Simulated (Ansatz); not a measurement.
Input file:

```yaml
crystal:
  periodic: [false, false, false]
  atoms:
    - { symbol: C, position_ang: [-0.6182, -0.632, 0.9931] }
    - { symbol: Si, position_ang: [0.1239, -0.0074, -0.6058] }
    - { symbol: "N", position_ang: [1.8389, 0.2888, -0.3462] }
    - { symbol: F, position_ang: [0.008, -1.1722, -1.7989] }
    - { symbol: Se, position_ang: [-0.8674, 1.9233, -1.3009] }
    - { symbol: H, position_ang: [-1.7478, -0.7509, 0.8073] }
    - { symbol: H, position_ang: [-0.1562, -1.5265, 1.3167] }
    - { symbol: H, position_ang: [-0.5024, 0.2062, 1.7572] }
    - { symbol: H, position_ang: [2.2793, -0.59, 0.0679] }
    - { symbol: H, position_ang: [1.9464, 0.9843, 0.4668] }
    - { symbol: H, position_ang: [-2.2391, 1.2194, -1.3365] }
basis:
  gaussian: { orbitals: def2-SVP }
hamiltonian:
  xc: pbe
  dispersion: d4
relax:
  f_tol: 0.015
  max_steps: 40
output:
  orbitals: {}
```

Run as:

```bash
$ ansatz run input.yaml --threads 2 --pin off --max-ram 3072MiB --backend cpu --events-out ev --progress --plain --runs-dir out
```

Hardware: 2 threads of Arm Neoverse V2, on a shared host.

Problem. Roughly how long does this run take, and how much memory?

Solution. 32 s, with a peak of 0.18 GiB, for 11 ionic steps.
